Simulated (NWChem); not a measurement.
Species: CH₃ClSTi; SMILES [Cl][Ti]([CH3])=[S]

Give the equilibrium geometry at PBE-D3(BJ)/def2-SVP (NWChem) as a list of bonds and angles, with the point group.

point group C1; any orientation.
Bonded distances (Å): Ti1–S2 2.065, Ti1–Cl3 2.211, Ti1–C4 2.060, C4–H5 1.114, C4–H6 1.111, C4–H7 1.111. Angles (°): S2–Ti1–Cl3 114.6, S2–Ti1–C4 105.2, Cl3–Ti1–C4 109.8, Ti1–C4–H5 108.4, Ti1–C4–H6 109.2, Ti1–C4–H7 111.3, H5–C4–H6 109.0, H5–C4–H7 110.9, H6–C4–H7 108.0.
